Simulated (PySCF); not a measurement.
O3Se, SMILES O=[Se+2]([O-])[O-]. Geometry optimised at B3LYP-D3(BJ)/def2-SVP.

All values below come from B3LYP-D3(BJ)/def2-SVP run with PySCF.

Harmonic wavenumbers (cm⁻¹): 266, 345, 345, 899, 1016, 1016. Rotational constants (GHz): 8.159, 8.159, 4.079; symmetry number 6.

Problem. Work out the zero-point energy and the ideal-gas rigid-rotor harmonic-oscillator thermochemistry at 298.15 K and 1 atm.

Solution. ZPE = ½ Σ hcν = ½ × 3887 cm⁻¹ = 5.56 kcal/mol. H − E(el) = 8.76 kcal/mol. Entropy in cal/(mol K): translation 40.43, rotation 21.02, vibration 4.31, total 65.77. G − E(el) = -10.85 kcal/mol. Cp = 14.08 cal/(mol K).
